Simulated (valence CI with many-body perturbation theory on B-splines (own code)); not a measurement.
**Which ion has this spectrum?**

A relativistic CI+MBPT calculation for an atom or ion with 8 electrons gives these levels (Ry):

```csv
J,Parity,E,g
2,even,0.00,1.34
0,even,2.49,
1,even,17.36,1.49
2,even,18.52,1.13
2,odd,34.63,1.48
0,even,36.79,
1,odd,38.08,1.23
0,odd,52.52,
1,odd,54.78,1.23
0,even,74.96,
2,odd,277.01,1.54
1,odd,277.46,1.20
1,even,282.05,1.52
2,even,282.19,1.22
```

The energies are calculated, and their last digits are not significant.

Which is it?
A. In41+
B. Sb43+
C. Sn42+
D. I45+

C. Sn42+, ground level (2s^2 2p1/2^2 2p3/2^2) J=2.
